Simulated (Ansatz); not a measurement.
Redistribution: C4H8Cl2 + C2H8Ge → C3H6Cl2 + C3H10Ge

Species: C4H8Cl2 (1,3-dichlorobutane) `CC(Cl)CCCl`, singlet; C2H8Ge (ethylgermane) `C[CH2][GeH3]`, singlet; C3H6Cl2 (1,3-dichloropropane) `ClCCCCl`, singlet; C3H10Ge `C[CH](C)[GeH3]`, singlet. The partners trade CH3 for H; both sit on C, so the bond types are kept.

Shapes, held fixed at every level: PBE0-D4/def2-TZVP. Flexible molecules stand in one conformer, not always the lowest. Programs: Ansatz 0.2.0. The zero-point and thermal change to 298 K, harmonic and unscaled (PBE0-D4/def2-TZVP), is +0.3 kJ/mol.

```tsv
level	kind	ΔH(298 K) (kJ/mol)	less CCSD(T)/def2-TZVPP
HF/def2-SVP	Hartree–Fock	+17.2	+3.0
SPW92/def2-TZVPP	LDA	+15.1	+0.9
r2SCAN-D4/def2-TZVPP	meta-GGA	+15.5	+1.3
B3LYP-D4/def2-TZVPP	global hybrid	+13.8	-0.4
MP2/def2-TZVPP	perturbation theory	+14.5	+0.3
CCSD/def2-TZVPP	coupled cluster or CI	+13.9	-0.3
CCSD(T)/def2-TZVPP	coupled cluster or CI	+14.2	0.0
```

The highest level, CCSD(T)/def2-TZVPP, gives ΔH(298 K) = +14.2 kJ/mol; the levels span +13.8 to +17.2. The column of differences is taken from that level and isn't an error. No measured value is set beside it here. Relativity is left out for Ge unless named. Correlated rows may include outer-core shells of Ge, which these sets cover unevenly.
